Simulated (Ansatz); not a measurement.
Cl6W (`[Cl][W]([Cl])([Cl])([Cl])([Cl])[Cl]`). Total charge 0; spin multiplicity 1. W takes the def2 core potential. All single points use the PBE0-D4/def2-TZVP geometry.

```xyz
7

Cl   -2.142   -0.106    0.796
W     0.000    0.000    0.000
Cl    0.795   -0.597    2.060
Cl   -0.795    0.597   -2.060
Cl    2.142    0.106   -0.796
Cl    0.112    2.205    0.596
Cl   -0.112   -2.205   -0.596
```

Problem. What is the dipole moment at ωB97M-V/def2-TZVPP? (An estimate is asked.)

Solution. Computed: 0.00 D, zero by symmetry or nearly so.

Problem. Give the Mulliken charges with ωB97M-V, r2SCAN, PBE in def2-TZVPP. (An estimate is asked.)

Solution. Computed: 
```
atom  ωB97M-V  r2SCAN    PBE
 Cl1    -0.10   -0.15  -0.10
  W2     0.63    0.88   0.62
 Cl3    -0.10   -0.15  -0.10
 Cl4    -0.10   -0.15  -0.10
 Cl5    -0.10   -0.15  -0.10
 Cl6    -0.10   -0.15  -0.10
 Cl7    -0.10   -0.15  -0.10
```
